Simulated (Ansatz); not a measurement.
Consider the redistribution: `O=C(O)C[SiH2]F` + `[SiH3]C[CH2][GeH3]` → `F[SiH2]CC[SiH3]` + `O=C(O)[CH2][GeH3]`.

Calculated with Ansatz (gas phase, PBE0-D4/def2-TZVP geometries, no zero-point term in ΔE). CBS: MP2 limit from def2 TZ/QZ plus the TZ coupled-cluster correction, frozen cores. Functionals use def2-TZVPP. B3LYP here is the variant with VWN-RPA as its local correlation; programs differ in this. For Ge outer-core shells are correlated without core-valence functions, which leaves a few kJ/mol of doubt a bond. Scalar relativity is left out up to krypton. Each species was taken in one conformer, which may not be the lowest.

```tsv
level	ΔE (kcal/mol)	difference from CCSD(T)/CBS
PBE-D4	-0.6	-0.8
r2SCAN-D4	-0.4	-0.6
PBE0-D4	-0.5	-0.7
B3LYP-D4	-0.8	-1.0
ωB97X-V	-0.2	-0.4
ωB97M-V	0.0	-0.2
B2PLYP	0.0	-0.2
PBE	-0.2	-0.4
r2SCAN	-0.3	-0.5
PBE0	-0.1	-0.3
B3LYP	-0.1	-0.3
HF/def2-TZVPP	0.2	0.0
MP2/def2-TZVPP	0.1	-0.1
SCS-MP2/def2-TZVPP	0.2	0.0
CCSD/def2-TZVPP	0.2	0.0
CCSD(T)/def2-TZVPP	0.2	0.0
HF/def2-QZVPP	0.2	0.0
MP2/def2-QZVPP	0.0	-0.2
SCS-MP2/def2-QZVPP	0.1	-0.1
HF/CBS(def2)	0.2	0.0
MP2/CBS(def2)	0.0	-0.2
CCSD/CBS(def2)	0.2	0.0
CCSD(T)/CBS	0.2	0
```

Largest T1 diagnostic among the species: 0.014.
